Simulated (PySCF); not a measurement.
Compound: C3H9BN2.
Structure used (GFN2-xTB), in Å, numbered top down from 1:
```xyz
15
C3H9BN2 angstrom
C      2.828    0.090   -0.361
C      1.586    0.278    0.043
C      0.369    0.043   -0.806
N     -0.583   -0.816   -0.138
B     -1.922   -0.567    0.206
N     -2.571    0.637   -0.100
H      3.673    0.264    0.282
H      3.051   -0.239   -1.364
H      1.376    0.601    1.055
H     -0.114    1.003   -1.006
H      0.672   -0.389   -1.770
H     -0.177   -1.704    0.109
H     -2.516   -1.409    0.768
H     -3.531    0.809    0.135
H     -2.144    1.408   -0.581
```

The closed-shell SCF was solved with PySCF and density fitting under several settings on one GFN2-xTB geometry (grid level 2 and gas phase unless stated).

```csv
settings,basis functions,SCF cycles,E (Eh),HOMO (eV),LUMO (eV),dipole (D)
PBE0/pcSseg-1,147,13,-253.8018,-6.54,0.30,1.16
B3LYP/def2-SVPD,192,13,-253.9878,-6.43,-0.07,1.11
"X3LYP/def2-SVPD, energy threshold 1e-11 Eh, start guess vsap",192,18,-253.8592,-6.48,0.02,1.11
"BLYP/6-31G, IEF-PCM chloroform, fitting basis def2-universal-jkfit",72,11,-253.9551,-4.59,-0.05,1.48
```

Task: Estimate the rows for these settings: (1) PBE0/aug-cc-pVDZ, level shift 0.3 Eh, start guess huckel; (2) PBE0/pcSseg-1, grid level 4; (3) PBE0/IGLO-II.

Result: 
```csv
settings,basis functions,SCF cycles,E (Eh),HOMO (eV),LUMO (eV),dipole (D)
"PBE0/aug-cc-pVDZ, level shift 0.3 Eh, start guess huckel",219,14,-253.8633,-6.60,-0.11,1.08
"PBE0/pcSseg-1, grid level 4",147,13,-253.8018,-6.54,0.30,1.16
PBE0/IGLO-II,186,13,-253.8990,-6.52,0.27,1.10
```

Task: Over all rows, what range does the HOMO–LUMO gap span?

Result: From 4.54 eV to 6.84 eV.

Task: Compare two rows with the functional PBE0: PBE0/aug-cc-pVDZ, level shift 0.3 Eh, start guess huckel and PBE0/pcSseg-1. Which energy is lower, and by how much?

Result: PBE0/aug-cc-pVDZ, level shift 0.3 Eh, start guess huckel (219 functions) lies 0.0615 Eh or 39 kcal/mol below PBE0/pcSseg-1 (147 functions).

Cycle counts include a coarse-grid stage where the run had one. The species at its GFN2-xTB geometry (one conformer only).
